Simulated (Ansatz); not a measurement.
A single point on `O[Si](O)(Cl)[SiH](F)Cl`.

```yaml
crystal:
  periodic: [false, false, false]
  atoms:
    - {symbol: O, position_ang: [0.225611, -1.619192, -1.077867]}
    - {symbol: Si, position_ang: [-0.234784, -0.668678, 0.154382]}
    - {symbol: O, position_ang: [0.454394, -1.212073, 1.532607]}
    - {symbol: Cl, position_ang: [-2.276703, -0.675824, 0.423547]}
    - {symbol: Si, position_ang: [0.421312, 1.499976, -0.431400]}
    - {symbol: F, position_ang: [0.176700, 2.439677, 0.837417]}
    - {symbol: Cl, position_ang: [-0.739210, 2.178366, -1.967405]}
    - {symbol: H, position_ang: [0.117226, -2.570277, -1.006627]}
    - {symbol: H, position_ang: [0.016068, -1.020347, 2.363806]}
    - {symbol: H, position_ang: [1.839405, 1.648371, -0.828461]}
basis:
  gaussian: {orbitals: def2-QZVPP}
correlation: {method: mp2}
```

```sh
$ ansatz run in.yaml --threads 2 --pin off --events-out ev --progress --plain --max-ram 31744MiB --backend cuda --devices 0, --max-vram 18GiB
```

It prints (some lines left out):

```
Functional definition: HF
3268 factors; integrals over basis functions are off by at most 9.9e-4 eV
mean field evaluation 1: about -47567.5320 eV, gradient 5.6e1 eV
mean field evaluation 2: about -47567.7452 eV, gradient 5.6e1 eV
mean field evaluation 4: about -47573.3836 eV, gradient 3.6e0 eV
mean field evaluation 8: about -47573.4502 eV, gradient 2.7e-1 eV
mean field -47573.45048309 eV, -1748.2920588107 hartree, gradient 2.3e-6 eV, S^2 0.000000; 0 other end points of the search recorded, 0 dependent functions left out
23 core orbitals not correlated: weight in the atoms' cores, before any rotation towards them, 1.000 or more for the frozen orbitals, at most 0.000 for the correlated occupied ones
reference -47573.45048309 eV, -1748.2920588107 hartree; 22, 22 occupied and 496, 496 virtual orbitals, 3268 factors
second order -39.54259608 eV of doubles, -0.00000000 eV of singles
Total energy: -47612.99307917 eV, -1749.7452224136 hartree
```

It took 3.2 s on 2 threads of an AMD EPYC 7R13 on a shared host and a share of an NVIDIA H100 80 GB, with 1.1 GiB of host memory at the peak.
